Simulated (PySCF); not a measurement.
## Continuum solvent and chemical shifts

Mapped SMILES: `[CH3:1][CH2:2]/[CH:3]=[CH:4]/[S@:5](=[O:6])[CH2:7][C:8]([F:9])([F:10])[F:11]`; H(Xn) means a hydrogen on atom n. Ha(C2), Ha(C7) are pro-R; Hb(C2), Hb(C7) are pro-S.

GIAO PBE0/pcSseg-1 in PySCF 2.14.0 with density-fitted response routines on one PBE0-D3(BJ)/def2-SVP conformer, non-relativistic, equivalent nuclei averaged. Solvents enter as an IEF-PCM continuum (cyclohexane with ε = 2.0, chloroform with ε = 4.7) around the gas-phase geometry. Shifts are referred to TMS, CS2, CFCl3 computed in the same medium.

In cyclohexane, δ in ppm: C3 150.0, C4 141.4, C8 128.3, C7 64.8, C2 29.6, C1 15.7, S5 301.8, F9/F10/F11 -73.9, H(C3) 6.92, H(C4) 6.66, Hb(C7) 3.21, Ha(C7) 3.17, Hb(C2) 2.38, Ha(C2) 2.36. Dipole moment 3.08 D.

(1) How does each δ change in the more polar medium?

(2) Which nuclei move most (in ppm), and what does the model miss?

Answers

(1) 
| atoms | environment | Δδ, chloroform |
| --- | --- | --- |
| C3 | alkene CH | +0.4 |
| C4 | alkene CH | -0.1 |
| C8 | CF3 carbon | +0.5 |
| C7 | sp3 CH2 bonded to S | +0.2 |
| C2 | allylic sp3 CH2 | +0.1 |
| C1 | methyl carbon | +0.1 |
| S5 | sulfoxide sulfur | -0.8 |
| F9/F10/F11 | fluorine of a CF3 group | +0.6 |
| H(C3) | hydrogen on an alkene CH | -0.05 |
| H(C4) | hydrogen on an alkene CH | +0.06 |
| Hb(C7) | hydrogen on an sp3 CH2 bonded to S | +0.12 |
| Ha(C7) | hydrogen on an sp3 CH2 bonded to S | +0.13 |
| Hb(C2) | hydrogen on an allylic sp3 CH2 | +0.02 |
| Ha(C2) | hydrogen on an allylic sp3 CH2 | +0.05 |

Changes are relative to cyclohexane. The dipole moment becomes 3.31 D in chloroform.

(2) S5 (sulfoxide sulfur, -0.8 ppm) in chloroform. A continuum only polarises the solute; specific hydrogen bonds, the anisotropy of aromatic solvents and changes of geometry or conformer are outside it.
